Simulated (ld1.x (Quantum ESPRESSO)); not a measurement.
**C (Z = 6), ultrasoft: configuration errors across variants**

- Element: C (Z = 6)
- Generator: ld1.x (Quantum ESPRESSO) 7.5
- Type: ultrasoft
- Functional: Wu–Cohen
- Relativity: scalar-relativistic
- Frozen core: [He]
- Valence charge: 4
- Reference configuration: 2s1 2p3
- Partial waves: 2s (bound): rcut 0.85, rcutus 1.05 bohr; 2s channel at 0.7 Ry: rcut 0.85, rcutus 1.05 bohr; 2p (bound): rcut 2.25, rcutus 2.35 bohr; 2p channel at 0.65 Ry: rcut 2.25, rcutus 2.35 bohr; 3d channel at -0.05 Ry: rcut 1.80, rcutus 2.40 bohr
- Local potential: all-electron potential smoothed inside 2.10 bohr (lloc = -1)
- Core correction: none
- Augmentation charge: built from norm-conserving waves at rcut, not smoothed further

All-electron excitation energies from the reference (eV): (1) 2s2 2p2 -8.434; (2) 2s2 2p0 26.454; (3) 2s1 2p0 74.500; (4) 2s0 2p4 8.448; (5) 2s2 2p2.3 -9.578.

Tests that are not counted but printed errors over 1 eV. “base”: 2s2 2p1 (solver errors, printed error -65.3 eV); 2s1 2p2 (solver errors, printed error -62.5 eV). “core correction a·sin(br)/r model core inside 1.02 bohr”: 2s2 2p1 (solver errors, printed error -105 eV); 2s1 2p2 (solver errors, printed error -66.6 eV). “core correction a·sin(br)/r model core inside 1.16 bohr”: 2s2 2p1 (solver errors, printed error -49.5 eV); 2s1 2p2 (solver errors, printed error -63.8 eV). “core correction a·sin(br)/r model core inside 1.26 bohr”: 2s2 2p1 (pseudo-atom not self-consistent, printed error +4.7 eV); 2s1 2p2 (solver errors, printed error -67.9 eV).

Errors AE − PS in meV (a dash: test not solved or not reliable):

```csv
change,(1),(2),(3),(4),(5),bound ghosts
base,-0.5,+583,+1159,-3.6,-13,not determined
core correction a·sin(br)/r model core inside 0.42 bohr,-9.0,+549,+1117,-7.8,-21,not determined
core correction a·sin(br)/r model core inside 0.50 bohr,-8.9,+549,+1119,-7.7,-21,not determined
core correction a·sin(br)/r model core inside 0.62 bohr,-8.6,+548,+1110,-7.5,-21,not determined
core correction a·sin(br)/r model core inside 0.82 bohr,-7.8,+543,+1078,-6.2,-21,not determined
core correction a·sin(br)/r model core inside 0.94 bohr,-5.1,+562,+1115,-2.8,-18,not determined
core correction a·sin(br)/r model core inside 1.02 bohr,-3.7,+570,+1130,-1.2,-16,not determined
core correction a·sin(br)/r model core inside 1.16 bohr,-1.5,+579,+1148,-2.0,-14,not determined
core correction a·sin(br)/r model core inside 1.26 bohr,-1.0,+581,+1154,-2.9,-13,not determined
```

(1) Give the same row for: core correction a·sin(br)/r model core inside 0.74 bohr.

Answers

(1) -8.7, +537, +1074, -7.5, -22; bound ghosts: not determined.
